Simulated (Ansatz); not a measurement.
Born–Oppenheimer molecular dynamics of Cl2H6HfN2 (11 atoms, charge 0, multiplicity 1). It starts at the highest image of a converged band, a first-order saddle point between two minima.

Level of theory: RKS PBE0/def2-SVP (Ansatz).

```yaml
ensemble: NVE (velocity Verlet)
time_step: 0.5 fs
steps_asked: 133
starting_velocities_drawn_for: 100 K
seed: 2617
```

Frames 0.5 fs apart, positions in Å, forces in eV/Å.

Velocities at 35 fs (Å/ps):

```
Hf 0.97 -0.01 0.90
N -3.31 -0.06 -6.31
H -3.51 5.76 -5.38
H -4.63 8.97 -9.03
Cl -0.54 1.54 -1.18
N -0.13 1.44 -1.10
H 31.05 12.41 -15.46
H -18.41 -0.51 7.10
Cl -1.91 -0.42 1.20
H -12.77 -28.99 -24.18
H -28.64 -54.34 -10.41
```

```xyz
11
Properties=species:S:1:pos:R:3:forces:R:3 time_fs=35 energy_less_start_eV=-0.346 T=398
Hf 0.254 -0.182 0.022 -0.69 0.83 -1.45
N 0.413 0.313 1.948 0.13 -0.44 1.11
H -0.301 0.290 2.676 0.05 0.09 0.03
H 1.321 0.471 2.396 -0.24 -0.02 -0.08
Cl 2.458 0.405 -0.558 0.09 0.05 -0.10
N -1.118 1.289 -0.329 0.29 -0.70 -0.47
H -1.700 1.372 -1.174 0.36 -0.04 0.38
H -1.190 2.133 0.227 -0.04 0.12 0.11
Cl -0.515 -1.707 -1.728 0.01 -0.02 0.31
H -0.828 -2.703 0.708 0.05 0.13 0.01
H -0.592 -2.423 1.379 -0.01 -0.01 0.16
11
Properties=species:S:1:pos:R:3:forces:R:3 time_fs=35.5 energy_less_start_eV=-0.343 T=395
Hf 0.255 -0.182 0.023 -0.71 0.83 -1.53
N 0.411 0.313 1.945 0.09 -0.43 1.18
H -0.303 0.293 2.673 0.05 0.09 0.02
H 1.319 0.475 2.391 -0.21 -0.01 -0.06
Cl 2.458 0.406 -0.559 0.09 0.05 -0.10
N -1.118 1.290 -0.329 0.37 -0.62 -0.32
H -1.684 1.379 -1.181 0.27 -0.04 0.28
H -1.199 2.133 0.231 -0.02 0.03 0.04
Cl -0.516 -1.707 -1.728 0.01 -0.02 0.31
H -0.835 -2.717 0.696 0.04 0.12 -0.01
H -0.607 -2.450 1.374 0.00 -0.01 0.18
11
Properties=species:S:1:pos:R:3:forces:R:3 time_fs=36 energy_less_start_eV=-0.339 T=392
Hf 0.255 -0.182 0.023 -0.72 0.84 -1.61
N 0.409 0.313 1.942 0.04 -0.42 1.23
H -0.304 0.296 2.670 0.06 0.08 0.02
H 1.316 0.480 2.386 -0.15 0.00 -0.03
Cl 2.458 0.407 -0.559 0.09 0.05 -0.10
N -1.118 1.290 -0.330 0.46 -0.53 -0.13
H -1.667 1.385 -1.188 0.17 -0.03 0.16
H -1.209 2.133 0.234 0.00 -0.08 -0.03
Cl -0.517 -1.707 -1.727 0.02 -0.02 0.31
H -0.841 -2.731 0.683 0.04 0.11 0.00
H -0.621 -2.477 1.370 0.00 -0.01 0.17
11
Properties=species:S:1:pos:R:3:forces:R:3 time_fs=36.5 energy_less_start_eV=-0.335 T=388
Hf 0.256 -0.182 0.024 -0.73 0.84 -1.67
N 0.408 0.312 1.940 -0.03 -0.41 1.26
H -0.306 0.299 2.668 0.05 0.08 0.02
H 1.312 0.484 2.381 -0.08 0.01 0.00
Cl 2.458 0.407 -0.560 0.10 0.05 -0.10
N -1.118 1.291 -0.331 0.55 -0.45 0.07
H -1.650 1.391 -1.194 0.06 -0.02 0.02
H -1.218 2.132 0.238 0.02 -0.19 -0.09
Cl -0.518 -1.707 -1.726 0.02 -0.01 0.31
H -0.847 -2.745 0.671 0.05 0.11 0.02
H -0.635 -2.504 1.365 -0.01 -0.02 0.15
11
Properties=species:S:1:pos:R:3:forces:R:3 time_fs=37 energy_less_start_eV=-0.329 T=383
Hf 0.256 -0.182 0.024 -0.74 0.84 -1.74
N 0.406 0.312 1.937 -0.10 -0.41 1.28
H -0.307 0.303 2.665 0.04 0.07 0.03
H 1.309 0.489 2.377 0.00 0.02 0.04
Cl 2.457 0.408 -0.561 0.10 0.05 -0.10
N -1.117 1.291 -0.331 0.63 -0.38 0.26
H -1.633 1.397 -1.200 -0.03 0.00 -0.11
H -1.227 2.132 0.241 0.04 -0.28 -0.16
Cl -0.519 -1.708 -1.726 0.02 -0.01 0.31
H -0.853 -2.759 0.659 0.05 0.12 0.06
H -0.650 -2.531 1.362 -0.02 -0.03 0.12
11
Properties=species:S:1:pos:R:3:forces:R:3 time_fs=37.5 energy_less_start_eV=-0.323 T=378
Hf 0.257 -0.182 0.024 -0.75 0.84 -1.79
N 0.405 0.312 1.935 -0.16 -0.41 1.29
H -0.308 0.306 2.663 0.03 0.06 0.04
H 1.305 0.493 2.372 0.08 0.04 0.08
Cl 2.457 0.409 -0.561 0.10 0.05 -0.10
N -1.117 1.292 -0.332 0.70 -0.33 0.41
H -1.616 1.403 -1.206 -0.11 0.01 -0.22
H -1.236 2.130 0.245 0.06 -0.34 -0.20
Cl -0.520 -1.708 -1.725 0.02 -0.01 0.31
H -0.859 -2.772 0.647 0.07 0.13 0.12
H -0.664 -2.559 1.358 -0.03 -0.04 0.06
11
Properties=species:S:1:pos:R:3:forces:R:3 time_fs=38 energy_less_start_eV=-0.317 T=372
Hf 0.257 -0.182 0.025 -0.76 0.84 -1.85
N 0.403 0.311 1.933 -0.21 -0.41 1.29
H -0.309 0.310 2.661 0.01 0.06 0.06
H 1.302 0.498 2.367 0.16 0.05 0.12
Cl 2.457 0.410 -0.562 0.10 0.05 -0.10
N -1.117 1.292 -0.333 0.74 -0.31 0.50
H -1.599 1.409 -1.213 -0.16 0.02 -0.29
H -1.246 2.128 0.247 0.08 -0.38 -0.23
Cl -0.521 -1.708 -1.724 0.02 -0.01 0.31
H -0.865 -2.785 0.636 0.08 0.14 0.17
H -0.679 -2.586 1.355 -0.04 -0.06 0.01
11
Properties=species:S:1:pos:R:3:forces:R:3 time_fs=38.5 energy_less_start_eV=-0.312 T=368
Hf 0.258 -0.182 0.025 -0.76 0.84 -1.89
N 0.401 0.311 1.931 -0.25 -0.41 1.30
H -0.310 0.315 2.658 -0.01 0.05 0.08
H 1.299 0.503 2.363 0.21 0.07 0.14
Cl 2.457 0.410 -0.562 0.11 0.05 -0.10
N -1.116 1.292 -0.333 0.75 -0.31 0.51
H -1.583 1.415 -1.221 -0.18 0.02 -0.31
H -1.254 2.125 0.249 0.09 -0.38 -0.23
Cl -0.522 -1.708 -1.724 0.03 -0.01 0.31
H -0.870 -2.797 0.625 0.08 0.14 0.23
H -0.693 -2.614 1.351 -0.05 -0.07 -0.05
11
Properties=species:S:1:pos:R:3:forces:R:3 time_fs=39 energy_less_start_eV=-0.308 T=364
Hf 0.258 -0.182 0.025 -0.77 0.84 -1.93
N 0.399 0.310 1.930 -0.26 -0.40 1.31
H -0.312 0.319 2.656 -0.04 0.05 0.11
H 1.296 0.508 2.359 0.24 0.07 0.16
Cl 2.456 0.411 -0.563 0.11 0.06 -0.10
N -1.115 1.292 -0.333 0.74 -0.34 0.45
H -1.567 1.421 -1.229 -0.17 0.02 -0.27
H -1.263 2.121 0.251 0.09 -0.34 -0.21
Cl -0.523 -1.708 -1.723 0.03 -0.01 0.31
H -0.875 -2.810 0.614 0.09 0.14 0.27
H -0.708 -2.642 1.348 -0.06 -0.07 -0.09
11
Properties=species:S:1:pos:R:3:forces:R:3 time_fs=39.5 energy_less_start_eV=-0.305 T=362
Hf 0.258 -0.182 0.025 -0.77 0.83 -1.97
N 0.398 0.310 1.929 -0.24 -0.39 1.33
H -0.313 0.323 2.655 -0.05 0.04 0.13
H 1.294 0.513 2.356 0.24 0.07 0.16
Cl 2.456 0.412 -0.564 0.11 0.06 -0.10
N -1.115 1.292 -0.334 0.71 -0.38 0.32
H -1.551 1.427 -1.238 -0.14 0.01 -0.19
H -1.271 2.116 0.252 0.09 -0.28 -0.17
Cl -0.524 -1.709 -1.722 0.03 -0.01 0.32
H -0.881 -2.822 0.604 0.09 0.13 0.30
H -0.723 -2.670 1.344 -0.06 -0.07 -0.12
11
Properties=species:S:1:pos:R:3:forces:R:3 time_fs=40 energy_less_start_eV=-0.302 T=360
Hf 0.259 -0.182 0.026 -0.76 0.83 -2.00
N 0.396 0.309 1.927 -0.20 -0.37 1.36
H -0.314 0.327 2.653 -0.07 0.03 0.14
H 1.293 0.518 2.352 0.21 0.06 0.15
Cl 2.456 0.413 -0.565 0.12 0.06 -0.10
N -1.114 1.292 -0.334 0.67 -0.45 0.13
H -1.536 1.433 -1.248 -0.09 -0.01 -0.06
H -1.280 2.111 0.253 0.08 -0.19 -0.11
Cl -0.525 -1.709 -1.721 0.03 -0.02 0.32
H -0.885 -2.833 0.595 0.08 0.12 0.31
H -0.738 -2.698 1.340 -0.06 -0.07 -0.13
11
Properties=species:S:1:pos:R:3:forces:R:3 time_fs=40.5 energy_less_start_eV=-0.300 T=358
Hf 0.259 -0.182 0.026 -0.76 0.82 -2.02
N 0.394 0.308 1.927 -0.15 -0.35 1.40
H -0.316 0.332 2.652 -0.07 0.03 0.15
H 1.292 0.523 2.350 0.16 0.05 0.12
Cl 2.456 0.414 -0.565 0.12 0.06 -0.10
N -1.113 1.292 -0.334 0.63 -0.52 -0.10
H -1.521 1.439 -1.258 -0.04 -0.03 0.09
H -1.288 2.105 0.253 0.06 -0.08 -0.04
Cl -0.526 -1.709 -1.720 0.03 -0.02 0.32
H -0.890 -2.845 0.586 0.07 0.11 0.30
H -0.753 -2.726 1.336 -0.05 -0.06 -0.12
```

Of the whole run (66 fs, mean temperature of the second half 383 K): The conserved energy stayed within 0.021 meV per atom of its start (net change 0.013 meV per atom), so the integration is sound. The kinetic energy rose, since the run started high on the potential surface and went downhill. It ends in pieces (Cl2H4HfN2 + H2), so much of that is their flight and rotation, not heat. A run of 0.067 ps of so small a system gives no equilibrium averages. The orbitals stay closed-shell, which can raise the energy where a bond breaks towards radicals; this wasn't checked here.

The run took 9 min on 4 threads of Intel(R) Xeon(R) Platinum 8259CL CPU @ 2.50GHz (Skylake/Cascade Lake), on a shared host, peak memory 0.37 GiB.
